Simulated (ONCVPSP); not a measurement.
Potentials for Zr compared

Generated with ld1.x 7.5 (TM, RRKJ, ultrasoft, PAW), atompaw 4.2 or ONCVPSP 4.0.1. The cutoff is in Ry: for ld1.x and atompaw files where the sum of valence levels is converged to 10 mRy in a Bessel basis, for ONCV files where the hardest occupied wave has 1 mHa per electron of residual kinetic energy. The error is the largest all-electron minus pseudo excitation energy over each file’s own four to seven test configurations (ionisations up to +4, promotions, holes and added fractions of an electron), all of which were solved. The labels leave out finer settings (local radius, basis sizes, second energies), which also bear on the numbers. Spin-polarised tests are not counted. The rows are a selection from randomly drawn settings: files with unsolved tests, undetermined cutoffs or missed reference levels are left out.

A true bound ghost makes a file unfit for plane-wave use even where its test errors are small: the radial tests pick states by their node count and pass the ghost by.

```tsv
potential	cutoff (Ry)	largest error (meV)	bound ghosts
ONCV, LDA (Perdew-Zunger), scalar-relativistic, rc 2.05/2.15/2.15 (spd), local smoothed, core correction yes, reference 4s2 4p6 4d2 5s1.5, qcut 6.8/7.4/7.5, projectors 2/2/1	30	-4.4	none
ONCV, PBEsol, scalar-relativistic, rc 1.95/2.15/1.95 (spd), local d, core correction yes, reference 4s2 4p6 4d2 5s2, qcut 5.4/8/8.7, projectors 3/2/0	32	-221	s
ONCV, PBE, fully relativistic, rc 1.25/2.25/2.55 (spd), local smoothed, core correction no, reference 4s2 4p6 4d2, qcut 5.5/6.5/5.4, projectors 2/2/3	127	+217	none
ONCV, PBE, scalar-relativistic, rc 1.15/1.30/1.85 (spd), local smoothed, core correction no, reference 4s2 4p6 4d1, qcut 5.2/6.1/4.6, projectors 1/3/1	188	+2454	none
ONCV, PW91, fully relativistic, rc 1.65/1.90/2.10 (spd), local smoothed, core correction yes, reference 4s2 4p6 4d2 5s1, qcut 6.5/7.7/5.2, projectors 2/2/2	32	-414	none
ONCV, LDA (Perdew-Wang 92), scalar-relativistic, rc 2.05/2.00/2.00 (spd), local d, core correction yes, reference 4s2 4p6 4d2 5s2, qcut 5.2/8.2/7.3, projectors 3/1/0	31	-8.4	none
```

(1) Fill in the row for Zr: ONCV, PBEsol, fully relativistic, rc 1.75/1.60/2.65 (spd), local smoothed, core correction no, reference 4s2 4p6 4d2 5s2, qcut 8.2/9.9/7, projectors 3/3/2.

(2) Fill in the row for Zr: ONCV, LDA (Perdew-Zunger), scalar-relativistic, rc 2.00/1.35/2.10 (spd), local smoothed, core correction no, reference 4s2 4p6 4d2.5 5s1.5, qcut 6.9/7.1/4.4, projectors 2/2/3.

Results:

(1) cutoff 54 Ry, largest error +6.7 meV, bound ghosts: none.

(2) cutoff 45 Ry, largest error -2.5 meV, bound ghosts: none.
